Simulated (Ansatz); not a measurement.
A structure relaxed at PBE-D4/def2-TZVP in Ansatz, charge 0, singlet:

```
atom   x (Å)   y (Å)   z (Å)
  K1   2.497  -0.494  -1.067
  K2  -0.620  -1.152   1.034
  K3  -1.567   2.225  -0.486
  H4   1.606  -2.181   0.433
  H5  -2.483   0.553   1.018
  H6   0.566   1.049  -0.932
```

(1) Give its formula and point group.

(2) Summarise the bond lengths by kind (pairs closer than 1.2 times the sum of covalent radii, bridged metal pairs left out).

## Answers

(1) the cluster K3H3. Point group C2v (tolerance 0.1 Å).

(2) 6 × H–K 2.43 to 2.53 Å.

Another isomer (singlet) lies 0.06 eV lower at PBE0-D4/def2-TZVP; other spin states weren't run for this one.
